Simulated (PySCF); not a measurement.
**Shifts of the heteroatoms**

Bonds (- single, = double, # triple, : aromatic): Si1-C2, C2:C3, C3:C4, C4:C5, C5-Si6, C5:C7, C7:C8, C8:C2. Si1 carries H9, H10, H11; C3 carries H12; C4 carries H13; Si6 carries H14, H15, H16; C7 carries H17; C8 carries H18.

- shielding tensors at PBE0/pcSseg-1 (GIAO)
- geometry: GFN2-xTB
- program: PySCF 2.14
- single conformer, in vacuum, non-relativistic Hamiltonian, equivalent nuclei averaged

Where does ²⁹Si resonate?

Results:


| atoms | environment | σ (ppm) | δ (ppm) |
| --- | --- | --- | --- |
| Si1/Si6 | silicon bonded to C, 3 H | 418.0 | -63.6 |

Shieldings were converted by a linear fit to measured shifts: ²⁹Si (scatter 8.9 ppm rms, 25.8 ppm with the 6 outliers that the fit left out vs TMS, solution or neat liquid). Occasional misses reach two or three times the rms, and more in compound classes unlike the fitted ones.

On a 300 MHz spectrometer ²⁹Si resonates near 59.6 MHz, so 1 ppm is 59.6 Hz.
